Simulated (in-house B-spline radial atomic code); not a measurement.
Ionising Kr with different functionals

Computed with an all-electron radial atomic-structure program (B-spline basis): four-component Dirac-Coulomb Hamiltonian, Fermi nucleus of rms radius 4.1884 fm, spin-restricted, spherical fractional occupations for the functionals. The ionisation energy is the difference of two self-consistent energies, [Ar] 3d10 4s2 4p6 → [Ar] 3d10 4s2 4p5, without Breit or QED terms; ε is the level of the shell that loses the electron (mean over j). The electron is taken from both j subshells in proportion to 2j + 1, so the result is a j average, not the step between ground levels.

Hybrids are left out here: with spherical fractional occupations of an open shell their exact exchange keeps a self-interaction that integer-occupation calculations don't have.

```json
{"method": "LDA VWN5", "rung": "LDA", "ΔSCF (eV)": "14.44", "-ε(4p) (eV)": "9.40"}
{"method": "relativistic LDA", "rung": "LDA", "ΔSCF (eV)": "14.44", "-ε(4p) (eV)": "9.40"}
{"method": "LDA PW92", "rung": "LDA", "ΔSCF (eV)": "14.44", "-ε(4p) (eV)": "9.40"}
{"method": "LDA exchange-only", "rung": "LDA", "ΔSCF (eV)": "13.12", "-ε(4p) (eV)": "8.14"}
{"method": "PBE", "rung": "GGA", "ΔSCF (eV)": "14.30", "-ε(4p) (eV)": "9.25"}
{"method": "PBEsol", "rung": "GGA", "ΔSCF (eV)": "14.29", "-ε(4p) (eV)": "9.25"}
{"method": "BLYP", "rung": "GGA", "ΔSCF (eV)": "14.13", "-ε(4p) (eV)": "9.10"}
{"method": "RPBE", "rung": "GGA", "ΔSCF (eV)": "14.27", "-ε(4p) (eV)": "9.22"}
{"method": "PW91", "rung": "GGA", "ΔSCF (eV)": "14.35", "-ε(4p) (eV)": "9.31"}
{"method": "BP86", "rung": "GGA", "ΔSCF (eV)": "14.40", "-ε(4p) (eV)": "9.35"}
{"method": "AM05", "rung": "GGA", "ΔSCF (eV)": "14.27", "-ε(4p) (eV)": "9.22"}
{"method": "OLYP", "rung": "GGA", "ΔSCF (eV)": "14.25", "-ε(4p) (eV)": "9.18"}
```

Q: How do they compare with the NIST value?

A: NIST lists 14.000 eV (measured, ground level to ground level). Errors run from -0.88 to +0.45 eV; BLYP is closest (+0.13 eV), but part of that can be cancellation, since the calculations leave out Breit-QED terms, spin polarisation, the choice among j levels, multiplet and fine-structure energies.
